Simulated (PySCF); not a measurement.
# Phosphorus: a sound run and one with changed settings

Sound run: P²⁺ [Ne] 3s2 3p1, P³⁺ [Ne] 3s2. Computed with PySCF 2.14 in def2-TZVP (5s5p2d1f, 37 functions), with no relativity, point nucleus. In the sound run the correlated levels freeze [Ne]. The sound run starts from symmetry-adapted Hartree-Fock orbitals and uses a fine grid where one is needed.

A second run was set up differently.

| species | method | sound run (hartree) | changed run (hartree) | converged |
| --- | --- | --- | --- | --- |
| P²⁺ | MP2 | -339.68615 | -339.78714 | yes |
| P²⁺ | CCSD(T) | -339.70639 | -339.80797 | yes |
| P³⁺ | MP2 | -338.58883 | -338.68953 | yes |
| P³⁺ | CCSD(T) | -338.60340 | -338.70493 | yes |

Ionisation energy of P²⁺:

| method | sound run (eV) | changed run (eV) |
| --- | --- | --- |
| UHF | 29.590 | 29.590 |
| MP2 | 29.860 | 29.867 |
| SCS-MP2 | 29.848 | 29.851 |
| CCSD | 29.986 | 29.991 |
| CCSD(T) | 30.014 | 30.015 |

Question: What was changed?
A. all electrons correlated in a valence basis
B. basis contracted for another Hamiltonian
C. a valence shell is frozen
D. too few SCF iterations

Answer: A. A valence basis has no tight correlating functions, so it recovers only part of the core correlation, and not evenly between atom and ion.
